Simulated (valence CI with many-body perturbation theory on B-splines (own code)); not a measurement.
# Hyperfine factors and g values of C+

Calculated by valence CI with perturbative core correlation (CI+MBPT): three valence electrons over a frozen Dirac-Fock core [He], radial functions for each j: 11 s, 11 p, 9 d, 7 f, 5 g, 2 h, 1 i, with the one-electron correlation potential Σ1 (screened to all orders), the two-electron term Σ2, the three-electron term Σ3, Breit, model QED; selected single and double excitations, second order for the rest (own B-spline code, finite nucleus).

Set against measurement, 29 paired levels are off by 41 cm⁻¹ on average, the worst by 104. These come from a selection out of the NIST Handbook of Basic Atomic Spectroscopic Data. Levels without a partner in it may be off by more.

A/g_I is the dipole constant over the nuclear g factor μ/I (μ in nuclear magnetons, uniformly magnetised nucleus), B/Q the quadrupole constant per barn. Both hold the static response of the core; the bare values leave it out. Large factors of s and p1/2 electrons are usually good to 5 to 10 %; those of open d and f shells near neutrality can be off by tens of per cent, and small factors of p3/2, d and f electrons come from cancelling terms and can be off by a factor of two or in sign, in half-filled shells by more. B is blank for J = 1/2, where it vanishes, and for nearly pure S terms. Energies count from the lowest level.

Names give the largest LS component (configuration and term), which can be under half, so a name can repeat, a term be missing and a line seem to break the LS rules; names also repeat where a configuration has a term twice.

```
         Level  E (eV)      g  A/g_I (MHz)  A/g_I bare  B/Q (MHz/b)  B/Q bare
 2s²2p ²P°_1/2   0.000  0.666          579         533                       
 2s²2p ²P°_3/2   0.008  1.334          114         150          194       201
  2s2p² ⁴P_1/2   5.327  2.670         1380        1350                       
  2s2p² ⁴P_3/2   5.330  1.735          638         628          164       170
  2s2p² ⁴P_5/2   5.333  1.601          635         624         -205      -212
  2s2p² ²D_5/2   9.295  1.200          721         654          383       396
  2s2p² ²D_3/2   9.296  0.799         -317        -249          268       277
  2s2p² ²S_1/2  11.974  2.002         2500        2200                       
  2s2p² ²P_1/2  13.729  0.666          426         328                       
  2s2p² ²P_3/2  13.733  1.334         -199       -94.1         -194      -200
  2s²3s ²S_1/2  14.447  2.002          885         781                       
 2s²3p ²P°_1/2  16.327  0.666         80.8        74.4                       
 2s²3p ²P°_3/2  16.328  1.334         38.8        43.5         35.8      36.8
   2p³ ⁴S°_3/2  17.613  2.002         -191     -0.0947                       
  2s²3d ²D_3/2  18.042  0.800         7.20        6.99         4.67      4.94
  2s²3d ²D_5/2  18.042  1.200         4.16        4.35         6.67      7.06
   2p³ ²D°_5/2  18.660  1.200          167         202        -35.4     -36.4
   2p³ ²D°_3/2  18.661  0.799          130        98.7        -23.5     -24.2
  2s²4s ²S_1/2  19.488  2.002          192         171                       
 2s²4p ²P°_1/2  20.144  0.666         15.4        17.4                       
 2s²4p ²P°_3/2  20.144  1.334         83.4        80.1         28.8      29.7
2s2p3s ⁴P°_1/2  20.697  2.670         1770        1630                       
2s2p3s ⁴P°_3/2  20.700  1.735         1030         965         -199      -206
2s2p3s ⁴P°_5/2  20.705  1.601          805         753          249       257
  2s²4d ²D_3/2  20.840  0.800         3.42        3.23         1.95      2.08
  2s²4d ²D_5/2  20.840  1.200         1.34        1.51         2.79      2.96
   2p³ ²P°_1/2  20.926  0.666          300         275                       
   2p³ ²P°_3/2  20.928  1.334          335         351         99.3       103
 2s²4f ²F°_5/2  20.950  0.857        0.468       0.475        0.256     0.280
 2s²4f ²F°_7/2  20.951  1.143        0.364       0.356        0.296     0.325
  2s²5s ²S_1/2  21.487  2.002         84.2        75.1                       
 2s²5p ²P°_1/2  21.738  0.666          111         102                       
 2s²5p ²P°_3/2  21.739  1.334          120         126         45.4      47.0
2s2p3s ²P°_1/2  22.051  0.666         83.7        83.6                       
2s2p3s ²P°_3/2  22.054  1.334          332         327          110       114
  2s²5d ²D_3/2  22.125  0.800         1.50        1.43         1.62      1.70
  2s²5d ²D_5/2  22.125  1.200         1.96        2.02         2.31      2.43
```

(1) Take the isotope of mass number 13, with I = 1/2, μ = 0.70237 μN. What is the hyperfine structure of 2s2p² ⁴P_1/2?

Results:

(1) From the table A = 1950 MHz. Shifts from the centre of gravity in MHz: F = 0: -1460, F = 1: 488.
